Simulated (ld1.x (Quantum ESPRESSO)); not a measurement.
## Which change was made? (Zn, TM)

ld1.x (Quantum ESPRESSO) 7.5 input, shortened:

```
&input
   title='Zn', zed=30., rel=1, dft='PBESOL', iswitch=3,
   config='[Ar] 3d10 4s1.5 4p0'
 /
 &inputp
   pseudotype=2, tm=.true., lloc=0,
   nlcc=.false.
 /
3
4P  2  1   0.00   0.00  2.05  2.05  0.0
3D  3  2  10.00   0.00  1.05  1.05  0.0
4S  1  0   1.50   0.00  2.20  2.20  0.0
 &test
   configts(1)='3d10 4s1.5 4p0'
 /
```

Cutoffs, loose and tight: the cutoffs (Ry, on a coarse ladder) from which the occupation-weighted sum of valence levels, in a spherical-Bessel basis at the reference potential, stays within 10 and 1 mRy of its value at 400 Ry. They do not see the model core or the augmentation charge, which bear on the density cutoff. Test errors are all-electron minus pseudo excitation energies from the reference, over the configurations 3d10 4s2 4p0; 3d10 4s1 4p0; 3d10 4s0 4p0; 3d10 4s1 4p1; 3d8 4s0 4p0; 3d9 4s0 4p0; 3d9 4s2 4p1; variants that change the core or the reference have their own tests. The largest error is taken over the tests solved by every variant that gives reliable tests at all, those not shown here included: 3d10 4s0 4p0; 3d10 4s1 4p0; 3d10 4s1 4p1; 3d8 4s0 4p0; 3d9 4s0 4p0; 3d9 4s2 4p1.

The base gives: outcome: generated; cutoff, loose: 230 Ry; cutoff, tight: over 300 Ry; bound ghosts: none; largest test error (meV): -2071.

(1) After one change the result is: outcome: generated; cutoff, loose: 10 Ry; cutoff, tight: 30 Ry; bound ghosts: none; largest test error (meV): -215. Which change was it?
A. wave 3d (bound): rc 1.05 bohr becomes 3d (bound): rc 1.42 bohr
B. all radii scaled by about 0.84 (s 1.86, p 1.72, d 0.88 bohr)
C. core [Ar] 3d10, valence charge 2; reference 4s1.75 4p0.25; waves now 4p (bound): rc 2.80 bohr; 4s (bound): rc 1.95 bohr; core correction a·sin(br)/r model core inside 1.00 bohr
D. local potential the p channel

Results:

(1) C. The others give: all radii scaled by about 0.84 (s 1.86, p 1.72, d 0.88 bohr) → outcome: generated; cutoff, loose: 300 Ry; cutoff, tight: over 300 Ry; bound ghosts: p; largest test error (meV): -1960 | local potential the p channel → outcome: generated; cutoff, loose: 230 Ry; cutoff, tight: over 300 Ry; bound ghosts: s; largest test error (meV): -2281 | wave 3d (bound): rc 1.05 bohr becomes 3d (bound): rc 1.42 bohr → outcome: generated; cutoff, loose: 140 Ry; cutoff, tight: 260 Ry; bound ghosts: none; largest test error (meV): -1661.
